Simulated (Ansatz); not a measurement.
A structure relaxed at r2SCAN-D4/def2-TZVP in Ansatz, charge 0, singlet:

```xyz
7

Ge    0.233   -0.269   -0.344
O    -0.215    1.451   -0.453
H    -1.164    1.577   -0.547
O     0.652   -0.670    1.333
H    -0.076   -0.513    1.944
H     1.535   -0.466   -1.111
H    -0.966   -1.110   -0.823
```

Problem. Give its formula, name or SMILES.

Solution. Ge(OH)2H2 (GeO₂H₄).

Problem. Summarise the bond lengths by kind (pairs closer than 1.2 times the sum of covalent radii, bridged metal pairs left out).

Solution. 2 × Ge–O 1.77 to 1.78 Å; 2 × H–O 0.96 Å; 2 × Ge–H 1.52 to 1.54 Å.
